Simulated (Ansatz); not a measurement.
Start from `C=[C](O)[GaH][CH3]` and change one atom or group to get `C=[C](N)[GaH][CH3]`.

Ansatz, PBE0-D4/def2-TZVP geometries, multiplicity 1. Each molecule was computed in one conformer, which needn't be the lowest.

Scalar relativity is left out up to krypton.

```json
{"property": "HOMO energy (ωB97M-V/def2-TZVPP) / eV", "`C=[C](O)[GaH][CH3]`": "-9.03"}
{"property": "size of the dipole moment (PBE/def2-TZVPP) / D", "`C=[C](O)[GaH][CH3]`": "0.88"}
{"property": "LUMO energy (PBE0/def2-TZVPP) / eV", "`C=[C](O)[GaH][CH3]`": "-1.32"}
{"property": "HOMO–LUMO gap (ωB97M-V/def2-TZVPP) / eV", "`C=[C](O)[GaH][CH3]`": "9.44"}
{"property": "size of the dipole moment (B3LYP/def2-TZVPP) / D", "`C=[C](O)[GaH][CH3]`": "0.82"}
{"property": "HOMO energy (B3LYP/def2-TZVPP) / eV", "`C=[C](O)[GaH][CH3]`": "-6.59"}
```

Problem. Give the same properties after the change, and the shifts. (An estimate is asked.)

Solution. The calculation gave: 
```csv
property,`C=[C](N)[GaH][CH3]`,shift
HOMO energy (ωB97M-V/def2-TZVPP) / eV,-8.16,0.87
size of the dipole moment (PBE/def2-TZVPP) / D,0.95,0.07
LUMO energy (PBE0/def2-TZVPP) / eV,-1.23,0.09
HOMO–LUMO gap (ωB97M-V/def2-TZVPP) / eV,8.63,-0.81
size of the dipole moment (B3LYP/def2-TZVPP) / D,0.92,0.10
HOMO energy (B3LYP/def2-TZVPP) / eV,-5.77,0.82
```

With PBE0 the HOMO rises by 0.84 eV and the LUMO rises by 0.09 eV, so the gap narrows by about 0.75 eV. PBE moves the HOMO by 0.77 eV and ωB97M-V by 0.87 eV. Dipoles are sizes alone; their direction can turn.

Positive LUMOs are unbound, so they and the gaps depend on the basis.

B3LYP here is the variant with VWN-RPA as its local correlation; programs differ in this.
